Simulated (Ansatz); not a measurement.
`[CH3][Ge]([F])([Cl])[C]#N` at its PBE0-D4/def2-TZVP geometry, where that method's forces vanish. Charge 0, multiplicity 1.

```xyz
9

C     0.7286   -0.8239    0.7965
Ge   -0.2091    0.0351   -0.6384
F    -1.4259   -1.0082   -1.2703
Cl    1.0426    0.5761   -2.2644
C    -1.1563    1.6163   -0.0991
N    -1.6911    2.5622    0.2800
H     1.2109   -1.7251    0.4189
H     0.0180   -1.0868    1.5804
H     1.4822   -0.1456    1.1965
```

(1) What forces (eV/Å) does B3LYP-D4/def2-TZVPP give on these atoms in Ansatz 0.2.0? (Estimate.)

## Answers

(1) Ansatz gave: 
```
C1   0.124 -0.125  0.203
Ge2  0.030  0.117  0.153
F3  -0.251 -0.216 -0.124
Cl4  0.199  0.080 -0.258
C5  -0.055  0.069  0.033
N6  -0.030  0.057  0.019
H7  -0.026  0.054  0.031
H8   0.052  0.010 -0.040
H9  -0.044 -0.047 -0.019
```

B3LYP here is the variant with VWN-RPA as its local correlation; programs differ in this.
